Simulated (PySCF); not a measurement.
Ge(OH)(OMe), SMILES C[O][Ge][OH] (CH4GeO2), B3LYP/def2-SVP optimised geometry.

```
8

Ge    -1.66    -1.19     0.00
O     -2.02     0.57     0.00
H     -1.28     1.19    -0.03
O      0.14    -1.19     0.00
C      1.04    -0.11     0.03
H      0.70     0.71     0.70
H      2.02    -0.45     0.39
H      1.19     0.32    -0.98
```

Density from B3LYP/def2-TZVP run with PySCF 2.14.0 at that geometry.

Minimum of the electron density along straight lines between bonded atoms, close to the bond critical point (lines longer than 1.1 times the sum of covalent radii, or with two minima, are not listed):

```json
[
 {"bond": "Ge1–O2", "length / Å": "1.800", "ρ at the minimum / e bohr⁻³": "0.134", "∇²ρ there / e bohr⁻⁵": "0.61", "position (fraction from the first atom)": "0.47"},
 {"bond": "O2–H3", "length / Å": "0.968", "ρ at the minimum / e bohr⁻³": "…", "∇²ρ there / e bohr⁻⁵": "…", "position (fraction from the first atom)": "0.80"},
 {"bond": "Ge1–O4", "length / Å": "1.806", "ρ at the minimum / e bohr⁻³": "0.131", "∇²ρ there / e bohr⁻⁵": "0.60", "position (fraction from the first atom)": "0.47"},
 {"bond": "O4–C5", "length / Å": "1.405", "ρ at the minimum / e bohr⁻³": "0.264", "∇²ρ there / e bohr⁻⁵": "-0.60", "position (fraction from the first atom)": "0.64"},
 {"bond": "C5–H6", "length / Å": "1.109", "ρ at the minimum / e bohr⁻³": "0.274", "∇²ρ there / e bohr⁻⁵": "-0.93", "position (fraction from the first atom)": "0.64"},
 {"bond": "C5–H7", "length / Å": "1.103", "ρ at the minimum / e bohr⁻³": "0.279", "∇²ρ there / e bohr⁻⁵": "-0.97", "position (fraction from the first atom)": "0.65"},
 {"bond": "C5–H8", "length / Å": "1.107", "ρ at the minimum / e bohr⁻³": "0.276", "∇²ρ there / e bohr⁻⁵": "-0.95", "position (fraction from the first atom)": "0.64"}
]
```

Task: Some entries are withheld; supply them.

Result: 
- O2–H3, ρ at the minimum / e bohr⁻³: 0.351
- O2–H3, ∇²ρ there / e bohr⁻⁵: -2.31
